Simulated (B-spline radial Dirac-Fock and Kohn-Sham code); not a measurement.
## Rh: scattering cross sections and density moments

System: neutral rhodium, configuration [Kr] 4d7 5s2 (not the ground configuration).

The run's input, task.json:

```json
{"items": [{
  "Z": 45,
  "q": 0,
  "cfg": [[1, 0, 2], [2, 0, 2], [2, 1, 6], [3, 0, 2], [3, 1, 6], [3, 2, 10], [4, 0, 2], [4, 1, 6], [4, 2, 7], [5, 0, 2]],
  "A": 103,
  "rrms": 4.4945,
  "do": ["scatter"],
  "s": [0.0, 0.05, 0.1, 0.15, 0.2, 0.25, 0.3, 0.35, 0.4, 0.45, 0.5, 0.6, 0.7, 0.8, 0.9, 1.0, 1.1, 1.2, 1.4, 1.6, 1.8, 2.0, 2.5, 3.0, 3.5, 4.0, 5.0, 6.0],
  "pz": [0, 0.1, 0.2, 0.3, 0.4, 0.5, 0.6, 0.8, 1.0, 1.2, 1.4, 1.6, 1.8, 2.0, 2.5, 3.0, 4.0, 5.0, 7.0, 10.0, 15.0, 20.0, 30.0, 40.0, 60.0, 100.0],
  "hv_scatter": [2000, 5000, 17479.3, 30000, 50000, 100000, 500000, 1000000]
}]}
```

Command: `python xray_run.py task.json out`

Level of theory: configuration-average Dirac-Fock orbitals; a radial atomic solver.

```
Sum of ⟨r⟩                          : 33.34 bohr
Sum of ⟨r²⟩                         : 57.46 bohr²
Sum of ⟨1/r⟩                        : 257.26 per bohr
Langevin diamagnetic susceptibility : -45.5 × 10⁻⁶ cm³/mol
Lamb shielding (α²/3)Σ⟨1/r⟩         : 4566 ppm
```

Coherent scattering is the Thomson cross section weighted by f₀², without anomalous dispersion; incoherent scattering is Klein-Nishina weighted by S. The Lamb formula is the non-relativistic shielding expression. Electron correlation is left out.

```csv
hν (keV),coherent (b),incoherent (b),incoherent per electron (b)
2,1126,2.706,0.0601
5,733.6,6.697,0.149
17.4793,223.7,15.20,0.338
30,105.1,18.40,0.409
50,48.30,20.20,0.449
100,14.74,20.04,0.445
500,0.7240,12.86,0.286
1000,0.1847,9.463,0.210
```

Incoherent scattering overtakes coherent scattering between 50 and 100 keV.

Values without a named source are computed, but for edge energies of neutral atoms, which are taken from tables.
